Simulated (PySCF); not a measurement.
**Electron correlation in Lu (lutetium, neutral)**

[Xe] 4f14 6s2 6p1, 2P determinant (an excited configuration). Computed with PySCF 2.14 in x2c-TZVPPall, with scalar relativity by spin-free X2C-1e. Frozen: [Kr] 4d10; 25 electrons correlated.

MP2 pair energies summed by pair of shells (mhartree):

```json
{"pair": "4f-4f", "energy": "-307.31", "share (%)": "39.3"}
{"pair": "4f-5p", "energy": "-226.39", "share (%)": "29.0"}
{"pair": "5p-5p", "energy": "-112.16", "share (%)": "14.4"}
{"pair": "5p-6s", "energy": "-32.25", "share (%)": "4.1"}
{"pair": "4f-5s", "energy": "-30.75", "share (%)": "3.9"}
{"pair": "4f-6s", "energy": "-18.10", "share (%)": "2.3"}
{"pair": "5s-5p", "energy": "-17.81", "share (%)": "2.3"}
{"pair": "6s-6s", "energy": "-13.13", "share (%)": "1.7"}
{"pair": "6s-6p", "energy": "-8.65", "share (%)": "1.1"}
{"pair": "5s-5s", "energy": "-5.14", "share (%)": "0.7"}
{"pair": "5p-6p", "energy": "-4.79", "share (%)": "0.6"}
{"pair": "4f-6p", "energy": "-3.20", "share (%)": "0.4"}
{"pair": "5s-6s", "energy": "-1.71", "share (%)": "0.2"}
{"pair": "5s-6p", "energy": "-0.23", "share (%)": "0.0"}
```

Total MP2 correlation energy: -781.61 mhartree.

Same-spin part -295.40 and opposite-spin part -486.21 mhartree; SCS-MP2 scales them by 1/3 and 6/5 to -681.92 mhartree.

The basis was made for the ground configuration and has no added diffuse functions, which can raise the energy of the promoted electron.
